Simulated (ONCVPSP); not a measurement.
# An all-electron radial function and its pseudo partner (nitrogen)

Columns: radius, all-electron u(r) and pseudo u(r) of the 2s shell (level -18.54 eV) of nitrogen in the configuration [He] 2s1.75 2p3.25; LDA (Perdew-Wang 92), scalar-relativistic, ONCV scheme, ONCVPSP 4.0.1.

| r (bohr) | all-electron | pseudo |
| --- | --- | --- |
| 0.085 | -0.3671 | 0.0725 |
| 0.170 | -0.3473 | 0.1504 |
| 0.255 | -0.1703 | 0.2341 |
| 0.340 | 0.0530 | 0.3237 |
| 0.425 | 0.2701 | 0.4208 |
| 0.510 | 0.4583 | 0.5220 |
| 0.595 | 0.6098 | 0.6190 |
| 0.680 | 0.7242 | 0.7074 |
| 0.765 | 0.8046 | 0.7857 |
| 0.850 | 0.8558 | 0.8468 |
| 0.935 | 0.8828 | 0.8812 |
| 1.020 | 0.8903 | 0.8903 |
| 1.105 | 0.8826 | 0.8826 |
| 1.190 | 0.8635 | 0.8634 |
| 1.275 | 0.8358 | 0.8358 |
| 1.360 | 0.8022 | 0.8022 |
| 1.445 | 0.7645 | 0.7645 |
| 1.530 | 0.7244 | 0.7244 |
| 1.615 | 0.6831 | 0.6831 |
| 1.700 | 0.6415 | 0.6415 |
| 1.785 | 0.6004 | 0.6003 |
| 1.870 | 0.5602 | 0.5601 |
| 1.955 | 0.5213 | 0.5213 |
| 2.040 | 0.4840 | 0.4840 |
| 2.125 | 0.4485 | 0.4484 |
| 2.210 | 0.4148 | 0.4148 |

How many radial nodes do the two functions have?

The all-electron 2s function has n − l − 1 = 1; the pseudo-wave has 0, since the states of the same l below it are removed with the core.

At about which radius was the pseudo-wave matched?

1.05 bohr, where the columns begin to agree (steps of 0.09 bohr).

Is the pseudo-wave norm-conserving?

Yes: the ONCV scheme keeps the norm inside the radius equal to the all-electron one, which fixes the energy derivative of the logarithmic derivative at the level.
